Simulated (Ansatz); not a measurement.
`CC(C)[O][Cd][NH2]` and `CC(C)O[Si]F` differ in one atom or group.

Ansatz, PBE0-D4/def2-TZVP geometries, multiplicity 1. Each molecule was computed in one conformer, which needn't be the lowest.

Elements past krypton have def2 core potentials.

| property | `CC(C)[O][Cd][NH2]` |
| --- | --- |
| HOMO energy (B3LYP/def2-TZVPP) / eV | -6.82 |
| LUMO energy (B3LYP/def2-TZVPP) / eV | -1.11 |
| HOMO energy (PBE0/def2-TZVPP) / eV | -7.04 |
| LUMO energy (PBE0/def2-TZVPP) / eV | -0.79 |
| size of the dipole moment (B3LYP/def2-TZVPP) / D | 0.71 |
| size of the dipole moment (PBE/def2-TZVPP) / D | 0.66 |

Task: Give the same properties after the change, and the shifts. (Estimate.)

Result: Ansatz gave: 
| property | `CC(C)O[Si]F` | shift |
| --- | --- | --- |
| HOMO energy (B3LYP/def2-TZVPP) / eV | -7.28 | -0.46 |
| LUMO energy (B3LYP/def2-TZVPP) / eV | -1.55 | -0.44 |
| HOMO energy (PBE0/def2-TZVPP) / eV | -7.46 | -0.42 |
| LUMO energy (PBE0/def2-TZVPP) / eV | -1.35 | -0.56 |
| size of the dipole moment (B3LYP/def2-TZVPP) / D | 1.72 | 1.01 |
| size of the dipole moment (PBE/def2-TZVPP) / D | 1.81 | 1.15 |

With PBE0 the HOMO falls by 0.42 eV and the LUMO falls by 0.56 eV, so the gap narrows by about 0.14 eV. PBE moves the HOMO by -0.73 eV and ωB97M-V by -0.23 eV. Dipoles are sizes alone; their direction can turn.

B3LYP here is the variant with VWN-RPA as its local correlation; programs differ in this.
